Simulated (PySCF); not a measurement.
A side-by-side comparison of computed properties.

First species: C2H5GeN.
SMILES: `C#[C][GeH2][NH2]`

Second species: 2-(methylsulfonyl)ethanol, C3H8O3S.
SMILES: `CS(=O)(=O)CCO`

Levels: CAM-B3LYP/def2-SVPD for dipole moment, HOMO energy, LUMO energy, HOMO–LUMO gap, static isotropic polarisability and electronic spatial extent ⟨r²⟩ about the centre of nuclear charge; TDDFT CAM-B3LYP/def2-SVPD for lowest singlet excitation; PBE0-D3(BJ)/def2-SVP for rotational constant A and rotational constant C. Geometries: PBE0-D3(BJ)/def2-SVP. Each structure is a single optimised conformer of the isolated species, non-relativistic unless stated; the electronic structure was computed with PySCF and density fitting.

The conformers computed, where there is a choice (atom-mapped SMILES and torsion angles):
- `[CH:1]#[C:2][GeH2:3][NH2:4]`: H–N4–Ge3–C2 -62°, H–N4–Ge3–C2 62°
- `[CH3:1][S:2](=[O:3])(=[O:4])[CH2:5][CH2:6][OH:7]`: C1–S2–C5–C6 76°, S2–C5–C6–O7 67°, H–O7–C6–C5 -54°

Q: Which of the two has the higher static isotropic polarisability, and by how much?

A: The second: 68.5 au against 60.7 au, a difference of 7.8 au.

Q: Which of the two has the higher HOMO–LUMO gap, and by how much?

A: The second: 10.37 eV against 9.67 eV, a difference of 0.70 eV.

Q: Which has the higher dipole moment?

A: The second: 5.02 D against 1.13 D, a difference of 3.89 D.

Q: Which has the higher ⟨r²⟩?

A: The second: 897 bohr² against 512 bohr², a difference of 385 bohr².

Q: Which has the higher rotational constant C?

A: The first: 2.422 GHz against 1.545 GHz, a difference of 0.877 GHz.

Q: Which of the two has the higher S1 energy, and by how much?

A: The second: 7.62 eV against 6.00 eV, a difference of 1.62 eV.

Q: Which has the higher rotational constant A?

A: The first: 11.942 GHz against 3.793 GHz, a difference of 8.149 GHz.

Q: Which has the higher HOMO energy?

A: The first: -9.03 eV against -9.76 eV, a difference of 0.73 eV.

On the first: In wavenumbers S1 is 48400 cm⁻¹ (1 eV = 8065.54 cm⁻¹). In atomic units the dipole is 0.44 e·bohr (1 au = 2.5417 D). Relativistic effects, spin–orbit coupling among them, are left out although an element past zinc is present.

On the second: A dipole of 5.02 D is allowed in C1, and pure rotational transitions are dipole-allowed. In wavenumbers S1 is 61500 cm⁻¹ (1 eV = 8065.54 cm⁻¹).
